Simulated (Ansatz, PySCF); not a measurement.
Al(Me)3 (C₃H₉Al), SMILES [CH3][Al]([CH3])[CH3].

The structure is a stationary point at B3LYP-D3(BJ)/def2-SVP. The isomer is the one that the SMILES or the coordinates give; other isomers of the formula were not compared.

Vertical ionisation energy (IE) and electron affinity (EA) in eV. Rows of orbital energies are one-electron estimates. Where ΔSCF, EOM or ADC give a negative EA the extra electron is unbound and the value depends on the basis.

| level | IE | EA |
|---|---|---|
| −ε(HOMO), −ε(LUMO), M06-2X/def2-TZVP (PySCF) | 8.71 | -0.07 |
| −ε(HOMO), −ε(LUMO), PBE/def2-TZVP (PySCF) | 6.27 | 1.16 |
| ΔSCF, PBE0/def2-SVPD (Ansatz), final states of multiplicity 2 and 2 | 9.58 | -0.79 |
| ΔSCF, PBE/def2-SVPD (Ansatz), final states of multiplicity 2 and 2 | 9.29 | -0.66 |

### Question
What vertical singlet–triplet gap does ΔSCF give with PBE0/def2-SVPD (Ansatz, an electronic-structure program) and with PBE/def2-SVPD (Ansatz)? (Estimate from the structure and the level; the computed values follow.)

### Answer
5.33 and 4.96 eV (triplet above singlet where positive).
